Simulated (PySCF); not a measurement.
PySCF input for CH₇GaP₂, SMILES [CH3][Ga]([PH2])[PH2], PBE/pcSseg-1. The structure is a stationary point at r2SCAN-D4/def2-SVP. The structure was generated by enumeration; whether it is a known compound was not checked. Other conformers were not sampled.

```python
import numpy as np
from pyscf import gto, scf, dft
from pyscf.prop.nmr import rks as nmr

mol = gto.M(
    atom='''
    Ga   -0.19416404   -0.21341574   -0.06039013
    C    -1.60686149   -1.56451476   -0.28363218
    H    -1.32079755   -2.25013840   -1.09955433
    H    -2.57169322   -1.10827073   -0.55276935
    H    -1.73541414   -2.16932202    0.62734779
    P    -0.41320846    1.89511911   -1.00711436
    H    -0.85301210    1.40412458   -2.27529230
    H     0.95534659    2.01589410   -1.39591179
    P     1.53693746   -0.55991257    1.44792550
    H     2.55726523   -0.00747601    0.61575251
    H     1.77262417   -1.90993319    1.04214744
    ''',
    basis='pcSseg-1',
    charge=0,
    spin=0,
    max_memory=1600,
    verbose=3,
)
mf = dft.RKS(mol, xc='pbe')
mf.grids.level = 3
mf.conv_tol = 1e-10
mf.max_cycle = 100
mf.kernel()
n = nmr.NMR(mf)
n.verbose = 2
n.max_cycle_cphf = 60
sigma = n.kernel()
print('atom   isotropic/ppm   span/ppm')
for i, s in enumerate(sigma):
    w = np.linalg.eigvalsh((s + s.T) / 2)
    print(f'{mol.atom_symbol(i):2s}{i + 1:3d} {w.mean():14.3f} {w[2] - w[0]:11.3f}')
```

Program output:

```
converged SCF energy = -2649.00328273311
atom   isotropic/ppm   span/ppm
Ga  1        827.619     604.604
C   2        173.183      38.593
H   3         30.914      10.622
H   4         30.385      11.619
H   5         30.403      11.596
P   6        533.816     119.001
H   7         29.110      11.953
H   8         29.210      12.123
P   9        534.394     119.313
H  10         29.225      12.123
H  11         29.112      11.962
```

Self-consistency was reached.
